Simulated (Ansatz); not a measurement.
Reactions of CH₉NSi₂ (`CN([SiH3])[SiH3]`).

Calculated with Ansatz (gas phase, PBE0-D4/def2-TZVP geometries, no zero-point term in ΔE). CCSD(T)/CBS is the MP2 limit (def2-TZVPP, def2-QZVPP) plus CCSD(T) − MP2 in def2-TZVPP, frozen cores. This one scheme is used for every species, atoms too. Functionals use def2-TZVPP. Open shells (•) are unrestricted, without spin–orbit coupling. Spin–orbit coupling would lower the free atoms: a little for C, Si. For Ge outer-core shells are correlated without core-valence functions, so the limit isn't a true one: a few kJ/mol of doubt a bond, and 10 to 20 or more in all where bonds break to atoms. Scalar relativity is left out up to krypton. Each species was taken in one conformer, which may not be the lowest.

```tsv
reaction	CCSD(T)/CBS(def2) (kcal/mol)
`CN([SiH3])[SiH3]` + `[OH][GeH]([F])[SH]` → `[OH][GeH]([F])[S][SiH3]` + `CN[SiH3]`	-1.9
`CN([SiH3])[SiH3]` + `O[Si](O)(F)Cl` → `O[Si](F)(Cl)O[SiH3]` + `CN[SiH3]`	?
`CN([SiH3])[SiH3]` → `CN[SiH3]` + `[SiH2]`	69.5
`CN([SiH3])[SiH3]` + `[SiH3]OBCl` → `[SiH3][SiH2]OBCl` + `CN[SiH3]`	15.0
`CN([SiH3])[SiH3]` + `[CH3][GeH]([OH])[F]` → `[CH3][Ge]([CH3])([OH])[F]` + `[SiH3]N[SiH3]`	?
`CN([SiH3])[SiH3]` + CH₃OH → `CO[SiH3]` + `CN[SiH3]`	?
`CN([SiH3])[SiH3]` → `[CH2]` (triplet) + `[SiH3]N[SiH3]`	94.3
`CN([SiH3])[SiH3]` + `O[SiH2]S` → `O[SiH]([SiH3])S` + `CN[SiH3]`	14.7
`CN([SiH3])[SiH3]` + `OBOCF` → `FCOBO[SiH3]` + `CN[SiH3]`	-7.5
`CN([SiH3])[SiH3]` → C• + 9 H• + N• + 2 Si•	1027.7
```

**Question.** Fill in the missing values. (An estimate is asked.)

**Answer.** Ansatz gave: `CN([SiH3])[SiH3]` + `O[Si](O)(F)Cl` → `O[Si](F)(Cl)O[SiH3]` + `CN[SiH3]`: -11.6 kcal/mol; `CN([SiH3])[SiH3]` + `[CH3][GeH]([OH])[F]` → `[CH3][Ge]([CH3])([OH])[F]` + `[SiH3]N[SiH3]`: -20.8 kcal/mol; `CN([SiH3])[SiH3]` + CH₃OH → `CO[SiH3]` + `CN[SiH3]`: -7.5 kcal/mol.

Largest T1 diagnostic: 0.014, for `[SiH2]`.
